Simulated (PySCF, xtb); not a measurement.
Te(Cl)(OSiH3) (ClH3OSiTe), SMILES Cl[Te]O[SiH3]. Other conformers were not sampled.

Harmonic wavenumbers (cm⁻¹) from GFN2-xTB (xtb) at its own minimum, in rising order: 40, 87, 121, 172, 363, 431, 613, 640, 730, 791, 818, 880, 2242, 2266, 2333.

### Question
What does PBE-D3(BJ)/def2-SVP run with PySCF give at its own minimum? (An estimate is asked for; the answer gives what the named calculation found.)

### Answer
49, 72, 138, 175, 350, 487, 677, 690, 833, 897, 910, 940, 2159, 2175, 2192. Paired by order, the mean absolute difference is 60 cm⁻¹ and the zero-point energies are 17.9 and 18.2 kcal/mol.
